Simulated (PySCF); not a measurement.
# CoI₂: fields on a plane

Level of theory: PySCF, UB3LYP, basis Co def2-SVP, I def2-SVP with ECP28 (scalar-relativistic core potentials, no spin–orbit coupling, density fitting).

The quartet minimum has Co–I 2.443 Å (×2); I–Co–I 180.0°.

The plane holds Co1 at (0.00, 0.00), I2 at (2.44, 0.00), I3 at (-2.44, 0.00) Å. Columns run from x = -4.35 to 4.65 Å, rows from y = 2.25 (top) to -1.95 Å, in steps of 0.3 Å. Other isomers or separated fragments may lie lower. Core electrons replaced by a potential are absent, the electrostatic potential uses the reduced nuclear charge, and values within about 0.7 Å of such atoms have no physical meaning.

Q: Give the electron localisation function (set to 0 where the density is under 0.005 e/Å³). Lower edges of the bins: '0' 0.000, '1' 0.082, '2' 0.164, '3' 0.246, '4' 0.328, '5' 0.410, '6' 0.493, '7' 0.575, '8' 0.657, '9' 0.739; top 0.82.

A: 
```
0002344431100000000113444320000
0034667654221100112245676643000
0256889876532100123567898865200
2468999998742111124789999986420
2589998889841011014898889998520
3699743248841122114884234799631
4798359834831588513843895389741
4797391572734911943727519379741
4797391572734911943727519379741
4798359834831588513843895389741
3699743248841122114884234799631
2589998889841011014898889998520
2468999998742111124789999986420
0256889876532100123567898865200
0034667654221100112245676643000
```

Q: Give the electrostatic potential (V) (cut at 20 V). Every second row and column.

A: 
```
-0.1 -0.1 -0.2 -0.1  0.0  0.3  0.7  1.0  0.9  0.5  0.1 -0.1 -0.1 -0.2 -0.1 -0.1
 0.0  0.1  0.5  1.1  0.9  0.9  1.7  2.6  2.3  1.2  0.8  1.1  0.9  0.3  0.0 -0.1
 0.2  1.4  6.3 14.2  9.7  3.6  5.5 10.0  8.0  3.7  5.7 13.6 10.8  3.1  0.6  0.1
 0.7  4.6 20.0 20.0 20.0 11.4 17.2 20.0 20.0  9.6 20.0 20.0 20.0 12.5  1.7  0.2
 0.8  5.9 20.0 20.0 20.0 15.1 20.0 20.0 20.0 12.0 20.0 20.0 20.0 17.2  2.1  0.3
 0.4  2.8 16.0 20.0 20.0  6.9 10.1 20.0 17.3  6.3 13.3 20.0 20.0  6.9  1.1  0.2
 0.1  0.5  2.1  4.2  3.2  1.8  3.0  4.8  4.1  2.1  2.2  4.1  3.4  1.1  0.2  0.0
-0.1 -0.1  0.0  0.1  0.2  0.5  1.1  1.5  1.4  0.7  0.3  0.2  0.1 -0.1 -0.1 -0.1
```

Other spin states or occupations of the open shell can lie lower. No spin–orbit coupling is included, which matters more the heavier the element.
